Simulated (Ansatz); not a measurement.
C2H6FNSi can be A, `C=C(F)[SiH2]N`, or B, `CN(C)[Si]F`.

Program: Ansatz. Geometries: PBE0-D4/def2-TZVP. ΔE: electronic, gas phase. CCSD(T)/CBS is the MP2 limit (def2-TZVPP, def2-QZVPP) plus CCSD(T) − MP2 in def2-TZVPP, frozen cores. DFT in def2-TZVPP. B3LYP here is the variant with VWN-RPA as its local correlation; programs differ in this. Each species was taken in one conformer, which may not be the lowest.

A:

Z-matrix (Å, degrees):
```
Si
N 1 1.711
C 1 1.882 2 115.4
H 1 1.484 2 106.6 3 -120.2
H 1 1.485 2 110.3 3 118.1
H 2 1.007 1 121.1 3 -61.0
H 2 1.007 1 119.9 3 85.5
F 3 1.357 1 114.7 2 -59.3
C 3 1.324 1 126.6 2 120.6
H 9 1.082 3 119.3 1 -0.1
H 9 1.085 3 122.0 1 179.6
```

B:

Z-matrix (Å, degrees):
```
C
N 1 1.446
H 1 1.096 2 111.2
H 1 1.094 2 110.1 3 -119.8
H 1 1.096 2 111.2 3 120.4
C 2 1.445 1 113.8 3 -60.2
Si 2 1.710 1 118.4 3 119.8
H 6 1.089 2 110.2 1 -179.9
H 6 1.097 2 110.8 1 -59.6
H 6 1.097 2 110.8 1 59.8
F 7 1.626 2 100.1 1 -180.0
```

Question: Which is lower in electronic energy at CCSD(T)/CBS, and by how much? (An estimate is asked.)

Answer: The calculation gave: B, by 34.3 kcal/mol.

Question: Give E(B) − E(A) in kcal/mol with B3LYP, ωB97M-V, PBE-D4, PBE0-D4, MP2/def2-TZVPP, HF/def2-TZVPP, CCSD(T)/def2-TZVPP. (Best estimate.)

Answer: Computed: B3LYP -33.2, ωB97M-V -35.4, PBE-D4 -34.4, PBE0-D4 -34.2, MP2/def2-TZVPP -35.9, HF/def2-TZVPP -29.3, CCSD(T)/def2-TZVPP -34.9. None reverses the order clearly.

Largest T1 diagnostic: 0.013.

The D4 term adds −0.9 kcal/mol with B3LYP and −0.4 kcal/mol with PBE0; it sums over pairs of atoms, weighted by their polarisabilities, and B3LYP, whose exchange is more repulsive, gets the larger term. In def2-TZVPP, CCSD(T) changes the Hartree–Fock value by −5.5 kcal/mol (the triples alone add +0.0 kcal/mol) and MP2 by −6.5 kcal/mol.
